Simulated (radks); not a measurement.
The numbers below are computed, except where a source is named.
Task: Kr III, 34 electrons, occupied as [Ar] 3d10 4s2 4p4. Code: a radial shooting solver on a logarithmic mesh with Libxc functionals. Model: scalar-relativistic Kohn-Sham, Slater X-alpha with alpha = 1.015, spin-polarised, spherical densities, finite nucleus; open shells are filled with parallel spins first; Fermi nuclear charge, rms radius 4.1884 fm. Some entries of the table are withheld. Estimate them.

orbital,occ.,eigenvalue (hartree),<r^2> (bohr^2)
1s up,1,-526.2185,0.002306
1s down,1,-526.2068,0.002306
2s up,1,-71.00519,0.03925
2s down,1,-70.99825,0.03925
2p up,3,-63.24716,0.03085
2p down,3,-63.23688,0.03085
3s up,1,-11.23722,0.3157
3s down,1,-11.22156,0.3150
3p up,3,(1),0.3306
3p down,3,(2),0.3294
3d up,5,-4.47837,0.3564
3d down,5,-4.45667,0.3520
4s up,1,(3),2.378
4s down,1,(4),2.389
4p up,3,-1.36170,3.076
4p down,1,-1.22622,3.168

Result: 
(1) 3p up eigenvalue (hartree): -8.71303
(2) 3p down eigenvalue (hartree): -8.69516
(3) 4s up eigenvalue (hartree): -1.94701
(4) 4s down eigenvalue (hartree): -1.80987
